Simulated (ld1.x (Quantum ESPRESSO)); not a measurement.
An all-electron radial function and its pseudo partner (potassium)

Columns: radius, all-electron u(r) and pseudo u(r) of the 3d shell (level -1.66 eV) of potassium in the configuration [Ne] 3s2 3p6 3d0 4s0.5 4p0; LDA (PZ), scalar-relativistic, TM scheme, ld1.x (Quantum ESPRESSO) 7.5.

| r (bohr) | all-electron | pseudo |
| --- | --- | --- |
| 0.140 | 0.0157 | 0.0016 |
| 0.280 | 0.0662 | 0.0125 |
| 0.420 | 0.1298 | 0.0392 |
| 0.560 | 0.1910 | 0.0841 |
| 0.700 | 0.2433 | 0.1443 |
| 0.840 | 0.2853 | 0.2125 |
| 0.980 | 0.3174 | 0.2796 |
| 1.120 | 0.3413 | 0.3372 |
| 1.260 | 0.3587 | 0.3801 |
| 1.400 | 0.3713 | 0.4068 |
| 1.540 | 0.3803 | 0.4192 |
| 1.680 | 0.3867 | 0.4212 |
| 1.820 | 0.3912 | 0.4174 |
| 1.960 | 0.3943 | 0.4113 |
| 2.100 | 0.3963 | 0.4056 |
| 2.240 | 0.3974 | 0.4015 |
| 2.380 | 0.3979 | 0.3991 |
| 2.520 | 0.3978 | 0.3980 |
| 2.660 | 0.3974 | 0.3974 |
| 2.800 | 0.3966 | 0.3966 |
| 2.940 | 0.3956 | 0.3956 |
| 3.080 | 0.3943 | 0.3943 |
| 3.220 | 0.3929 | 0.3929 |
| 3.360 | 0.3913 | 0.3913 |
| 3.500 | 0.3895 | 0.3895 |
| 3.640 | 0.3875 | 0.3875 |

Problem. How many radial nodes do the two functions have?

Solution. The all-electron 3d function has n − l − 1 = 0; the pseudo-wave has 0.

Problem. At about which radius was the pseudo-wave matched?

Solution. 2.80 bohr. The columns agree to 0.0005 from 2.52 bohr on; several derivatives are matched, so the curves merge somewhat inside the radius.

Problem. Is the pseudo-wave norm-conserving?

Solution. Yes: the TM scheme keeps the norm inside the radius equal to the all-electron one, which fixes the energy derivative of the logarithmic derivative at the level.
